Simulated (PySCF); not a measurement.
Assigning NMR signals

Numbering as in the mapped SMILES `[CH2:1]=[CH:2][C:3]1=[C:4]([F:5])[Si@H:6]([O:7][CH3:8])[CH2:9]1`; H(Xn) means a hydrogen on atom n. Ha(C1) is cis to C3; Ha(C9) is cis to O7 on the ring; Hb(C1) is trans to C3; Hb(C9) is trans to O7 on the ring.

[PySCF: GIAO PBE0/pcSseg-1 shieldings; coordinates at the GFN2-xTB level; isolated molecule; fast rotation and ring inversion assumed for equivalent nuclei; one conformer; no relativistic terms]

δ = σ(ref) − σ, references computed at the same level: TMS for ¹³C (σ = 186.93 ppm) and ¹H (σ = 31.72 ppm).

(1) Assign these signals to the numbered atoms. ¹³C{¹H} NMR (computed): δ 174.8, 142.9, 135.2, 124.7, 54.3, 14.2.

(2) Assign these signals to the numbered atoms. ¹H NMR (600 MHz, computed): δ 7.19 (m, 1H), 5.65 (m, 1H), 5.56 (m, 1H), 5.52 (m, 1H), 4.01 (s, 3H), 1.43 (m, 1H), 1.35 (m, 1H).

Results:

(1) 
| δ (ppm) | atoms | environment | reason |
| --- | --- | --- | --- |
| 174.8 | C4 | fully substituted alkene carbon | – |
| 142.9 | C3 | fully substituted alkene carbon | the olefinic region |
| 135.2 | C2 | alkene CH | the olefinic region |
| 124.7 | C1 | terminal =CH2 carbon | the olefinic region |
| 54.3 | C8 | methyl carbon bonded to O | pulled downfield by the heteroatom |
| 14.2 | C9 | allylic sp3 CH2 bonded to Si | – |

(2) 
| δ (ppm) | atoms | environment | reason |
| --- | --- | --- | --- |
| 7.19 | H(C2) | hydrogen on an alkene CH | olefinic region |
| 5.65 | Hb(C1) | hydrogen on a terminal =CH2 carbon | attached to an sp2 carbon and in the plane of the double bond |
| 5.56 | Ha(C1) | hydrogen on a terminal =CH2 carbon | – |
| 5.52 | H(Si6) | hydrogen on a silicon bonded to 2 C, O, in a 4-membered ring | – |
| 4.01 | H(C8) | hydrogen on a methyl carbon bonded to O | its carbon carries O, hence the downfield position |
| 1.43 | Ha(C9) | hydrogen on an allylic sp3 CH2 bonded to Si | allylic position |
| 1.35 | Hb(C9) | hydrogen on an allylic sp3 CH2 bonded to Si | – |

Hb(C1) and Ha(C1); Ha(C1) and H(Si6); Ha(C9) and Hb(C9) lie closer than the usual error of such a calculation, so a measured spectrum could show them in the other order.

Splittings by ¹⁹F in the carbon and heteronuclear signals aren't shown, as no couplings were computed. Shifts are as computed. Against solution values, carbons near 30 ppm lie about +3 ppm off and those near 130 ppm about +5 ppm. Of 1211 compounds with measured shifts, 218 miss one by over three times the rms of a fit or turn the order of signals round; such compounds aren't used in these exercises. No couplings were computed; multiplicities are counted from neighbouring protons, with m where these are inequivalent, close in shift, in a saturated or five-membered ring or joined by F or P, and br s for small geminal =CH2 splittings.
